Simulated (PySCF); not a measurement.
## Static response to an electric field

Compound: C₇H₅O (charge +1).
Numbering: `[O+:1]#[C:2][c:3]1[cH:4][cH:5][cH:6][cH:7][cH:8]1` (hydrogens: H9 on C4; H10 on C5; H11 on C6; H12 on C7; H13 on C8)

Structure used (GFN2-xTB), in Å, numbered top down from 1:
```
atom  x, y, z in Å
O1     3.5020    0.6106   -0.0146
C2     2.3937    0.4184   -0.0095
C3     1.0572    0.1853   -0.0045
C4     0.1469    1.2762    0.0701
C5    -1.2032    1.0183    0.0730
C6    -1.6735   -0.2923    0.0023
C7    -0.7866   -1.3658   -0.0700
C8     0.5708   -1.1501   -0.0727
H9     0.5236    2.2856    0.1222
H10   -1.9010    1.8400    0.1314
H11   -2.7373   -0.4782    0.0035
H12   -1.1645   -2.3757   -0.1234
H13    1.2676   -1.9719   -0.1257
```

Level: CAM-B3LYP/def2-SVPD (PySCF), static field, nuclei fixed, core orbitals frozen in the response. The polarisability tensor in these axes (au):

```
x   113.48   6.66  -0.56
y     6.66  76.50   1.95
z    -0.56   1.95  41.03
```

What are the eigenvalues, a third of the trace, and Δα (Δα² = ½Σ(αi − αj)² over the three pairs)?

Principal values 40.92, 75.46 and 114.65 au; mean 77.01 au = 11.41 Å³ = 12.70 × 10⁻⁴⁰ C²·m²/J; Δα = 63.89 au (83 % of the mean).

Give the principal axes and the span of the nuclei along them.

Largest value along (0.99, 0.17, 0.00), where the nuclei span 6.33 Å; middle along (-0.17, 0.98, 0.06), 4.33 Å; least along (0.01, -0.06, 1.00), 0.01 Å. The response follows the extents in order.

Rayleigh depolarisation ratio (linearly polarised light, static tensor)?

ρ = 3Δα²/(45ᾱ² + 4Δα²) = 12247.5/(266853 + 16330.0) = 0.0432.

Give the eigenvalues of the traceless quadrupole moment Θ = ½Σq(3rr − r²1), origin at the centre of nuclear charge.

-17.54, 3.30, 14.23 D·Å. The values depend on the origin, since the species is charged. The electronic extent ⟨r²⟩ about the same centre is 895 bohr², a root-mean-square distance of 2.15 Å for the 54 electrons.

Sum over states: ᾱ = Σ f/ω², ω in Eh. What share falls to these 8 lowest TDDFT singlets (eV, f)? 4.33, 0.0565; 5.04, 0.0000; 5.19, 0.2978; 5.30, 0.0000; 6.16, 0.0000; 6.61, 0.0014; 6.99, 0.0994; 7.03, 0.4004.

They add up to 17.94 au, 23.3 % of the 77.01 au; the largest single term is 8.18 au, from the state at 5.19 eV. Terms in order: 2.23, 0.00, 8.18, 0.00, 0.00, 0.02, 1.51, 6.00 au. Higher excitations give the rest. The strengths listed sum to 0.855.

Isolated species at its GFN2-xTB geometry, gas phase.
